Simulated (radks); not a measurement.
The numbers below are computed, except where a source is named.
Effect of the nuclear size on neutral copper, [Ar] 3d10 4s1. Level of theory: Dirac Kohn-Sham, exchange-only LDA, spin-unpolarised, spherical densities, finite nucleus; Fermi nuclear charge, rms radius 3.8823 fm (a radial shooting solver on a logarithmic mesh with Libxc functionals). The rms radius is varied about that value; shifts are against it.

[
 {"rms radius (fm)": "3.4824", "total energy shift (eV)": "-0.0381", "density at nucleus (e/bohr^3)": "2.22e+04", "1s1/2 shift (meV)": "-16.2", "2s1/2 shift (meV)": "-1.53", "2p1/2 shift (meV)": "0.130", "3s1/2 shift (meV)": "-0.227"},
 {"rms radius (fm)": "3.498", "total energy shift (eV)": "-0.0366", "density at nucleus (e/bohr^3)": "2.22e+04", "1s1/2 shift (meV)": "-15.6", "2s1/2 shift (meV)": "-1.47", "2p1/2 shift (meV)": "0.125", "3s1/2 shift (meV)": "-0.219"},
 {"rms radius (fm)": "3.8823", "total energy shift (eV)": "0", "density at nucleus (e/bohr^3)": "2.208e+04", "1s1/2 shift (meV)": "0.000", "2s1/2 shift (meV)": "0.000", "2p1/2 shift (meV)": "0.000", "3s1/2 shift (meV)": "0.000"},
 {"rms radius (fm)": "4.0764", "total energy shift (eV)": "0.0199", "density at nucleus (e/bohr^3)": "2.202e+04", "1s1/2 shift (meV)": "8.46", "2s1/2 shift (meV)": "0.800", "2p1/2 shift (meV)": "-0.068", "3s1/2 shift (meV)": "0.119"},
 {"rms radius (fm)": "4.4608", "total energy shift (eV)": "0.0620", "density at nucleus (e/bohr^3)": "2.192e+04", "1s1/2 shift (meV)": "26.4", "2s1/2 shift (meV)": "2.49", "2p1/2 shift (meV)": "-0.211", "3s1/2 shift (meV)": "0.370"}
]

Slopes of the eigenvalues against <r^2> in GHz/fm^2, as finite differences over the two radii next to the reference (eigenvalue slopes, not the field-shift constants of lines): 1s1/2 1330, 2s1/2 125, 2p1/2 -10.6, 3s1/2 18.6.
